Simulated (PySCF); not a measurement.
# One molecule, several mistakes: AlCH5N2

All numbers below are calculated, not measured. They come from PySCF 2.14.0, an open-source quantum chemistry program, on an isolated molecule that a program drew, which may never have been made. The molecule is AlCH5N2 (charge 0, singlet), drawn as the SMILES string `[NH]=[Al][CH2]N`.

Each row is a Hartree-Fock (HF) and frozen-core CCSD(T) single point in the cc-pV(D+d)Z basis, meant for a local HF minimum. Run 1 is clean. Each other run has one planted mistake out of seven kinds, and not every kind appears here: one electron removed, one electron added, multiplicity raised by two, geometry at a saddle point, minimal basis STO-3G, one bond length entered in bohr, all coordinates scaled. The reference is restricted for singlets and unrestricted otherwise, and also for a bond in bohr. Adding or removing an electron swaps singlet and doublet. Electrons count all cores. HOMO and LUMO are orbital energies over both spins, the gradient is its largest component, and the lowest frequency (negative if imaginary) is given only where the gradient is small. Bond lengths are over the 8 bonds as drawn. T1 is the CCSD diagnostic: over 0.02 (restricted) or 0.045 (unrestricted) a single reference is doubtful.

Geometry of the clean run:
```xyz
9
AlCH5N2, angstrom
N     0.6285    1.3748   -2.2414
Al   -0.1111    0.2638   -1.3664
C    -1.0206   -1.0584   -0.1984
N    -1.1763   -0.7099    1.2190
H     1.0866    2.0584   -2.7921
H    -0.4826   -2.0077   -0.2647
H    -2.0097   -1.2665   -0.6147
H    -1.7012    0.1410    1.3264
H    -0.2832   -0.5473    1.6515
```

| run | electrons | basis functions | <S^2> | HOMO (eV) | LUMO (eV) | gradient (hartree/bohr) | lowest frequency (cm^-1) | mean bond (Å) | longest bond (Å) | T1 | HF (hartree) | CCSD(T) (hartree) | mistake |
|---|---|---|---|---|---|---|---|---|---|---|---|---|---|
| 1 | 38 | 90 | 0.000 | -8.90 | 2.08 | 8.9e-06 | 103 | 1.2795 | 1.985 | 0.0202 | -391.53428 | -392.13730 | no fault |
| 2 | 37 | 90 | 0.759 | -14.71 | -5.32 | 6.4e-02 | - | 1.2795 | 1.985 | 0.0157 | -391.29769 | -391.84211 | one electron removed |
| 3 | 38 | 29 | 0.000 | -4.75 | 8.88 | 8.5e-02 | - | 1.2795 | 1.985 | 0.0270 | -386.67398 | -386.93418 | minimal basis STO-3G |
| 4 | 39 | 90 | 1.005 | 0.75 | 7.50 | 3.8e-02 | - | 1.2795 | 1.985 | 0.0366 | -391.48095 | -392.09667 | ? |
| 5 | 38 | 90 | 2.605 | -5.11 | -0.87 | 8.2e-02 | - | 1.2795 | 1.985 | 0.0750 | -391.38223 | -391.97669 | ? |

**Which mistake was planted in run 4, and what did it cost?**

It counts 39 electrons, one more than the clean run, at the same geometry and basis. So the mistake is: one electron added. Subtracting run 1 and multiplying by 627.51 kcal/mol a hartree, the energy moved by 33.5 kcal/mol in HF and 25.5 kcal/mol in CCSD(T).

**Which mistake was planted in run 5, and what did it cost?**

Electrons, basis and geometry are unchanged, and <S^2> is 2.605, beside S(S+1) = 2.00 for a multiplicity of 3. So the mistake is: multiplicity raised by two. Subtracting run 1 and multiplying by 627.51 kcal/mol a hartree, the energy moved by 95.4 kcal/mol in HF and 100.8 kcal/mol in CCSD(T).

Cautions from the logs. Run 1: T1 is over the limit, so its CCSD(T) energy is less reliable; run 3: T1 is over the limit, so its CCSD(T) energy is less reliable; run 4: the HOMO is above zero, so the electron isn't bound and the energy depends on the basis; run 5: T1 is over the limit, so its CCSD(T) energy is less reliable.
